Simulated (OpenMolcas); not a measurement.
# In²⁺: CASPT2 settings compared

```json
{
 "Program": "OpenMolcas 26.06",
 "Basis": "ANO-RCC-VDZP [6s5p3d1f]",
 "Scalar Hamiltonian": "DKH4, point nucleus",
 "Active space": "1 electron in 4 orbitals (5s 5p)",
 "State averaging": "2S+1 = 2 even, 1 root; 2S+1 = 2 odd, 3 roots",
 "Spin-orbit coupling": "RASSI with atomic mean-field integrals over the reference wave functions, term energies averaged over their components"
}
```

Methods on the same reference wave functions:
A. CASSCF
B. SS-CASPT2, IPEA 0.75 Eh, no level shift (closed shells correlated: 4s 4p 4d)
C. XMS-CASPT2, IPEA 0.15 Eh, imaginary shift 0.15 Eh (closed shells correlated: 4d)

Energies in eV above 5s ²S_1/2, the measured ground level; measured values from Moore, Atomic Energy Levels, vol. III, NSRDS-NBS 35 (1971 reprint of NBS Circular 467, 1958).

| Level | A | B | C | Measured |
| --- | --- | --- | --- | --- |
| 5s ²S_1/2 | 0.0000 | 0.0000 | 0.0000 | 0.0000 |
| 5p ²P°_1/2 | 6.8671 | 7.286 | 7.208 | 7.0896 |
| 5p ²P°_3/2 | 7.3674 | 7.786 | 7.708 | 7.6279 |

Deviations, from unrounded energies. A percentage is the sum of absolute deviations over the sum of measured energies, with the sign that they share, or ± where signs differ.

```
           Against measurement  Levels     A     B     C
mean absolute deviation (cm-1)       2  1900  1400   800
      other configurations (%)       2  -3.3  +2.4  +1.4
```

C lies closest to measurement on these levels and A furthest from it. The largest miss of C in the table is 5p ²P°_1/2, by +960 cm-1. The ranking rests on the paired levels alone, and a cruder setting can come out closer through cancelling errors.

Between B and C the level of the table that moves most is 5p ²P°_1/2, by 630 cm-1 (lowest in C, highest in B).

The lowest spin-free term lies below A's lowest term by 0.413 hartree in B, 0.317 hartree in C.

With one active electron the reference holds no correlation, so core polarisation is missing (holds for A). With one active electron, CASPT2 adds the correlation within the correlated inactive shells and between them and that electron, and leaves the splitting within a term as the reference gives it (holds for B; C). Measured partners are found by configuration, term and J. A level has none where our copy of the source lacks it or the pairing is in doubt (some pairs that miss far off the trend of their configuration count as doubtful), and it then counts in no deviation. Levels of configurations outside the active space are missing.

° marks odd parity.
